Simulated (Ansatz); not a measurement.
Problem. Predict a relaxed structure of n-GeSiSiH8 (Si₂GeH₈), charge 0, singlet, at r2SCAN-D4/def2-SVP (Ansatz).

Solution. 
```xyz
11

Ge    0.4291   -0.9652   -1.6631
Si    0.8560   -0.0685    0.5015
Si   -1.0533    1.0260    1.3125
H     0.1346    0.1697   -2.6585
H    -0.7946   -1.8965   -1.6227
H     1.6324   -1.7686   -2.1827
H     1.2318   -1.1810    1.4308
H     2.0029    0.8914    0.4347
H    -0.8145    1.5952    2.6751
H    -2.1927    0.0596    1.3870
H    -1.4317    2.1380    0.3854
```
 This is one stationary point.
